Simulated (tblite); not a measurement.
Compound: C7H8N2Se.
SMILES with atom numbers: `[CH3:1][N:2]([CH3:3])[c:4]1[cH:5][cH:6][c:7]([C:8]#[N:9])[se:10]1` (hydrogens: H11, H12, H13 on C1; H14, H15, H16 on C3; H17 on C5; H18 on C6)

Computed with GFN2-xTB (tblite), gas phase: L-BFGS steps from a force-field or distance-geometry start until the largest atomic force falls under 0.01 eV/Å.

Step 52: E = -762.5485 eV
```
atom  x, y, z in Å  |  force x, y, z in eV/Å
C1     -1.7671   -1.3178   -0.6594    0.012  -0.016  -0.019
N2     -1.4211    0.0300   -0.2488    0.021   0.014   0.034
C3     -2.1757    0.4632    0.9056   -0.046  -0.050   0.056
C4     -0.0532    0.2178   -0.1341   -0.016  -0.005   0.073
C5      0.7569    0.7421   -1.0938   -0.016   0.026  -0.033
C6      2.1311    0.7884   -0.7863   -0.009   0.012  -0.033
C7      2.4677    0.2729    0.4376    0.022  -0.023  -0.056
C8      3.7538    0.1248    0.9608    0.021   0.055   0.019
N9      4.8080   -0.0247    1.3941   -0.068   0.029  -0.035
Se10    0.9783   -0.3528    1.3929   -0.047   0.017  -0.005
H11    -1.5871   -2.0437    0.1484   -0.010  -0.013  -0.015
H12    -2.8205   -1.3434   -0.9382    0.051  -0.022  -0.007
H13    -1.1549   -1.5919   -1.5167   -0.055  -0.018  -0.028
H14    -2.0139    1.5289    1.0658    0.001  -0.038  -0.010
H15    -1.8874   -0.0832    1.8209    0.070   0.005  -0.019
H16    -3.2339    0.2766    0.7252    0.018   0.092  -0.025
H17     0.3536    1.0974   -2.0283    0.046   0.035   0.048
H18     2.8566    1.2219   -1.4574    0.006  -0.102   0.055
```

Step 53: E = -762.5505 eV
```
atom  x, y, z in Å  |  force x, y, z in eV/Å
C1     -1.7659   -1.3196   -0.6607    0.014   0.009  -0.015
N2     -1.4212    0.0282   -0.2472   -0.002  -0.007   0.034
C3     -2.1772    0.4630    0.9060   -0.010  -0.043   0.031
C4     -0.0532    0.2168   -0.1306   -0.035   0.006   0.034
C5      0.7564    0.7397   -1.0919   -0.019   0.031  -0.018
C6      2.1298    0.7874   -0.7849    0.006  -0.002  -0.030
C7      2.4672    0.2783    0.4413    0.008  -0.036  -0.049
C8      3.7533    0.1295    0.9636    0.017   0.052  -0.010
N9      4.8105   -0.0226    1.3881   -0.049   0.030  -0.013
Se10    0.9772   -0.3467    1.3942   -0.042  -0.004   0.058
H11    -1.5771   -2.0482    0.1421   -0.003  -0.017  -0.011
H12    -2.8210   -1.3507   -0.9322    0.042  -0.003  -0.002
H13    -1.1602   -1.5849   -1.5247   -0.040  -0.034  -0.033
H14    -1.9997    1.5246    1.0705   -0.011  -0.001   0.003
H15    -1.9021   -0.0896    1.8198    0.090  -0.023   0.009
H16    -3.2358    0.2925    0.7205   -0.019   0.082  -0.044
H17     0.3551    1.0976   -2.0251    0.022   0.030   0.016
H18     2.8552    1.2111   -1.4606    0.030  -0.070   0.040
```

Task: Estimate the geometry and energy of step 54. (The exact step hangs on the optimiser's Hessian estimate; all steps are aligned on step 53, rigid shifts and turns removed.)

Result: E = -762.5524 eV, largest force 0.105 eV/Å
```
atom  x, y, z in Å  |  force x, y, z in eV/Å
C1     -1.7629   -1.3204   -0.6607    0.014   0.007  -0.026
N2     -1.4216    0.0281   -0.2456   -0.019  -0.030   0.034
C3     -2.1801    0.4611    0.9069   -0.007  -0.024   0.016
C4     -0.0539    0.2189   -0.1267   -0.037   0.020  -0.016
C5      0.7559    0.7381   -1.0909   -0.021   0.029  -0.002
C6      2.1285    0.7867   -0.7849    0.010  -0.027  -0.015
C7      2.4666    0.2846    0.4436   -0.016  -0.048  -0.015
C8      3.7522    0.1348    0.9657    0.004   0.041  -0.041
N9      4.8113   -0.0233    1.3822   -0.017   0.034   0.014
Se10    0.9751   -0.3350    1.3979   -0.029  -0.018   0.099
H11    -1.5599   -2.0516    0.1369    0.003  -0.008  -0.027
H12    -2.8210   -1.3593   -0.9190    0.040   0.012   0.003
H13    -1.1682   -1.5764   -1.5358   -0.035  -0.040  -0.008
H14    -1.9825    1.5178    1.0807   -0.026  -0.003   0.025
H15    -1.9209   -0.1059    1.8171    0.074  -0.011  -0.008
H16    -3.2411    0.3148    0.7090    0.017   0.069  -0.028
H17     0.3579    1.0951   -2.0247   -0.007   0.028  -0.012
H18     2.8558    1.1983   -1.4636    0.051  -0.032   0.008
```

The energy changes by -0.0018 eV. The first-order estimate −F·Δx gives -0.0027 eV and the mean of the old and new forces, exact on a quadratic surface, -0.0018 eV. The step makes an angle of 78° with the force vector and moves no atom by more than 0.026 Å.

What follows is the cost of the whole relaxation. On an Arm Neoverse N1 with one thread, shared host with 64 logical CPUs at a one-minute load of 60, this took 2.6 s of wall time.
